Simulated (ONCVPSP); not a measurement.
**Before and after: ONCV potential for Cd (Z = 48)**

Cd, optimised norm-conserving Vanderbilt (ONCV), made with ONCVPSP 4.0.1 (PBE, scalar-relativistic). Core [Ar] 3d10, reference 4s2 4p6 4d10 5s2. Waves: 4s+5s: rc 1.45 bohr, ncon 4, nbas 8, qcut 9.6 1/bohr, 2 projectors; 4p: rc 1.40 bohr, ncon 5, nbas 10, qcut 9.6 1/bohr, 2 projectors, debl 3.3 Ha; 4d: rc 1.60 bohr, ncon 4, nbas 9, qcut 11.8 1/bohr, 1 projector. Local part: polynomial inside 0.90 bohr (lpopt 5, dvloc0 0 Ha). Core correction: none.

Change: s: qcut 7.1; p: qcut 7.1; d: qcut 8.8.

Cutoffs: the cutoffs (Ha) at which the residual kinetic energy of the hardest occupied pseudo-wave falls to 1 and 0.1 mHa per electron; they do not see the model core or the augmentation charge, which bear on the density cutoff. Errors are all-electron minus pseudo energies relative to the spin-unpolarised reference configuration.

Task: What does the change do?

Result: The potential gets neither clearly harder nor softer (38 Ha and 46 Ha → 30 Ha and 73 Ha); the d channel sets the loose cutoff, while the largest relative change is in p, which becomes softer; of the 4 tests that both files solve, the error grows in 2 and shrinks in 0 by more than 15 % and 0.3 meV (median size 3.4 → 3.8 meV); neither file shows a bound ghost.

| quantity | base | changed |
| --- | --- | --- |
| cutoff, loose | 38 Ha | 30 Ha |
| cutoff, tight | 46 Ha | 73 Ha |
| loose cutoff by channel | s 31 Ha, p 33 Ha, d 38 Ha | s 21 Ha, p 19 Ha, d 30 Ha |
| bound ghosts | none | none |
| GHOST(+) flags under 300 eV | s at 179.1 eV | s at 127.6 eV |
| error for 4s2 4p6 4d10 5s1, meV [ΔE 9.27 eV] | -1.6 | -1.7 |
| error for 4s2 4p6 4d10 5s0, meV [ΔE 26.40 eV] | -5.1 | -5.8 |
| error for 4s2 4p6 4d9 5s0, meV [ΔE 64.41 eV] | -7.3 | -12 |
| error for 4s2 4p6 4d9 5s2 5p1, meV [ΔE 12.65 eV] | +0.9 | +1.6 |
| s: phases at 1.47 bohr within 0.05 rad from the reference energy up to (Ha; the scan ends near 5) | to the end of the scan | 4.0 |
| p: phases at 1.42 bohr within 0.05 rad from the reference energy up to (Ha; the scan ends near 5) | to the end of the scan | to the end of the scan |
| d: phases at 1.63 bohr within 0.05 rad from the reference energy up to (Ha; the scan ends near 5) | 2.8 | 3.1 |
